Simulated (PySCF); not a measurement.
## Telling isomers of C₅H₁₀F₂OSi apart by NMR

- GIAO PBE0/pcSseg-1 shieldings
- structure optimised with GFN2-xTB
- code: PySCF
- no relativistic terms, one conformer, one averaged value for each set of equivalent atoms, in vacuum

Referencing at the same level of theory: 1H (31.72 ppm), 13C (186.93 ppm) against TMS. Splittings of carbon signals by F and P are missing where no couplings were computed. Where no couplings were computed, multiplicities follow the n + 1 count of equivalent neighbours, and m marks all less simple cases (inequivalent or close neighbours, rings, F or P nearby). Shifts are as computed. Against solution values, carbons near 30 ppm lie about +3 ppm off and those near 130 ppm about +5 ppm. Of 1211 compounds with measured shifts, 218 miss one by over three times the rms of a fit or turn the order of signals round; such compounds aren't used in these exercises.

(1) Tabulate the signals of `C[C@@H](O[SiH3])[C@@H]1[C@H](F)[C@@H]1F`, `C/C(=C\CF)O[SiH2]CF` and their relative energies.

(2) What is the quickest way to tell C[C@@H](O[SiH3])[C@@H]1[C@H](F)[C@@H]1F from C/C(=C\CF)O[SiH2]CF?

Answers

(1) 
| SMILES | carbon types | δC | δH | E rel. (kcal/mol) |
| --- | --- | --- | --- | --- |
| C[C@@H](O[SiH3])[C@@H]1[C@H](F)[C@@H]1F | 4×CH 1×CH3 | 73.5, 72.8, 66.3, 31.0, 25.8 | 4.92 (s, 3H), 4.38 (m, 1H), 4.34 (m, 1H), 4.05 (m, 1H), 1.47 (d, 3H), 0.98 (m, 1H) | 12.4 |
| C/C(=C\CF)O[SiH2]CF | 1×C 1×CH 2×CH2 1×CH3 | 164.7, 110.2, 80.5, 76.9, 18.2 | 5.33 (m, 1H), 5.21 (m, 2H), 5.17 (m, 2H), 5.08 (m, 2H), 2.15 (s, 3H) | 0.0 |

Energies are electronic energies at PBE0/pcSseg-1 on these geometries, without zero-point or thermal terms, each for the one conformer computed, which needn't be the lowest.

(2) Both give the same number of carbon signals, but DEPT or the intensities differ. The first has a three-membered-ring carbon (CH) at 31.0 ppm, the second an alkene carbon bearing oxygen (C) at 164.7 ppm. Their most deshielded carbons lie at 73.5 and 164.7 ppm. In the proton spectra the most deshielded non-exchanging signals are 4.92 (s, 3H) and 5.33 (m, 1H).
